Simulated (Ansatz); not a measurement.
CH₆BNOSi, SMILES `C[SiH]1NB1O`, relaxed with RKS PBE-D4/def2-SVP in the Gaussian-basis code of Ansatz from a rough embedded geometry. The force threshold is 0.03 eV/Å; the program also tests the step.

The species carries charge 0 and has multiplicity 1.

Start:

```xyz
11

C     0.096   -1.502    0.683
Si    0.348    0.328    0.867
N     1.015    0.924   -0.588
B    -0.384    1.461   -0.664
O    -1.559    2.053   -1.317
H    -0.636   -1.727   -0.051
H    -0.304   -1.873    1.698
H     1.066   -1.978    0.525
H     1.164    0.873    1.995
H     1.131    0.138   -1.293
H    -1.937    1.302   -1.853
```

**Question.** How much energy does the relaxation release, and in how many steps? (Estimate.)

**Answer.** Computed: 2.03 eV, in 10 steps, 1 of them rejected.

**Question.** Which bonds change most? (Best estimate.)

**Answer.** Ansatz gave: B4–O5 from 1.469 to 1.362 Å; N3–B4 from 1.500 to 1.405 Å; Si2–B4 from 2.040 to 1.946 Å; Si2–N3 from 1.708 to 1.801 Å.

**Question.** Give the relaxed structure. (An estimate is asked.)

**Answer.** Computed: 
```xyz
11

C     0.146   -1.679    0.989
Si    0.250    0.188    0.719
N     0.601    0.739   -0.959
B    -0.676    1.230   -0.638
O    -1.677    1.960   -1.204
H    -0.474   -2.156    0.204
H    -0.314   -1.898    1.975
H     1.154   -2.145    0.979
H     1.164    0.778    1.768
H     1.285    0.742   -1.722
H    -1.458    2.243   -2.111
```
